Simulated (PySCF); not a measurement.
Molecule: C2H9BO3Si, net charge 0, singlet state. 
Coordinates optimised at B3LYP-D3(BJ)/def2-TZVP (Ansatz):
SMILES: C[SiH](C)OB(O)O
```xyz
16

C     -2.1160     1.4315     0.5494
Si    -1.0514     0.4086    -0.5868
C     -1.6124    -1.3796    -0.6030
O      0.5164     0.5360    -0.0881
B      1.5976    -0.2088     0.3111
O      2.7790     0.4106     0.6064
O      1.5813    -1.5717     0.4450
H     -3.1568     1.4246     0.2168
H     -1.7774     2.4690     0.5722
H     -2.0850     1.0438     1.5703
H     -1.1140     0.9458    -1.9672
H     -1.5884    -1.8230     0.3963
H     -1.0070    -1.9923    -1.2758
H     -2.6445    -1.4422    -0.9569
H      2.7237     1.3630     0.4883
H      0.7376    -1.9756     0.2302
```
Charge 0, spin multiplicity 1.

Dispersion corrections to the total energy (kcal/mol) from the dftd3 and dftd4 libraries through PySCF: D3(BJ) without and D4 with the three-body term, each with the damping fitted for the functional named.

```csv
functional,D3(BJ),D4
B3LYP,-13.86,?
HSE06,-5.55,?
HF,-57.72,-27.57
B2PLYP,-6.55,-5.69
PW6B95,?,-6.82
TPSS,-10.17,-10.88
CAM-B3LYP,-6.53,-6.99
```

### Question
Some entries are withheld; supply them.

### Answer

- B3LYP, D4: -12.86
- HSE06, D4: -6.43
- PW6B95, D3(BJ): -4.26
